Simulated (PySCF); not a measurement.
C5H5FO.
InChI=1S/C5H5FO/c6-5-1-3-7-4-2-5/h1-5H

The closed-shell ground state was solved at several levels (PySCF, density fitting, gas phase, non-relativistic). Geometry: PBE0-D3(BJ)/def2-SVP; no solvent, vibrations or thermal averaging.

| level | basis functions | total energy (Eh) | HOMO (eV) | LUMO (eV) | gap (eV) | dipole (D) |
| --- | --- | --- | --- | --- | --- | --- |
| wB97X-D/pcSseg-1 | 144 | -368.4005 | -8.92 | 1.61 | 10.53 | 1.91 |
| B3LYP/6-31G* | 108 | -368.5454 | -6.44 | 0.07 | 6.51 | 1.70 |
| PBE0/6-31G | 73 | -368.0497 | -6.87 | 0.07 | 6.94 | 1.89 |
| PBE0/pcSseg-0 | 73 | -367.3075 | -7.16 | -0.21 | 6.95 | 1.92 |
| PBE0/pcSseg-2 | 322 | -368.3003 | -7.08 | -0.28 | 6.80 | 1.91 |
| PBE0/cc-pVTZ | 280 | -368.2865 | -6.99 | -0.14 | 6.85 | 1.81 |
| PBE/pcSseg-1 | 144 | -368.1095 | -5.92 | -1.23 | 4.69 | 1.78 |
| OPBE/pcSseg-1 | 144 | -368.3486 | -5.87 | -1.12 | 4.75 | 1.76 |
| CAM-B3LYP/pcJ-1 | 239 | -368.4131 | -8.35 | 0.99 | 9.34 | 1.90 |
| PBE0/pcJ-1 | 239 | -368.1598 | -7.06 | -0.21 | 6.85 | 1.88 |

Question: Estimate the row for PBE0/6-31G*, a basis of 108 functions; the other rows only guide the guess.

Answer: Total energy -368.1454 Eh, HOMO -6.71 eV, LUMO 0.24 eV, gap 6.95 eV, dipole 1.72 D.

Question: Over all these levels, which gives the widest orbital gap and which the narrowest?

Answer: wB97X-D/pcSseg-1 (range-separated hybrid) has the widest, 10.53 eV, and PBE/pcSseg-1 (GGA) the narrowest, 4.69 eV. The two share the basis. From the narrowest to the widest the HOMO moves by -3.00 eV and the LUMO by +2.84 eV.

Question: How much does the basis alone move the frontier levels among the 6 PBE0 rows (the withheld one included)?

Answer: The HOMO by 0.45 eV and the LUMO by 0.52 eV. By rising basis size (HOMO, LUMO in eV): 6-31G -6.87, 0.07; pcSseg-0 -7.16, -0.21; 6-31G* -6.71, 0.24; pcJ-1 -7.06, -0.21; cc-pVTZ -6.99, -0.14; pcSseg-2 -7.08, -0.28.

Question: How far do the dipole and the HOMO energy spread over the levels?

Answer: The dipole runs from 1.70 to 1.92 D (mean 1.84 D) and the HOMO from -8.92 to -5.87 eV.

Note: wB97X-D ran without an empirical dispersion term, which enters the total energy and its gradient alone.
